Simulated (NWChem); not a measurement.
# CrN2H3OF; SMILES [NH]=[Cr]([F])(=[NH])[OH]

Program: NWChem. Each level has its own optimisation. One conformer.

```tsv
level	r Cr–N (Å)	r Cr–F (Å)	r Cr–O (Å)	r H–N (Å)	dipole (D)
Hartree-Fock/3-21G	1.551	1.712	1.721	1.004	5.36
Hartree-Fock/STO-3G	1.493	1.591	1.644	1.025	2.27
PBE-D3(BJ)/def2-SVP	1.610	1.738	1.768	1.031	3.59
```
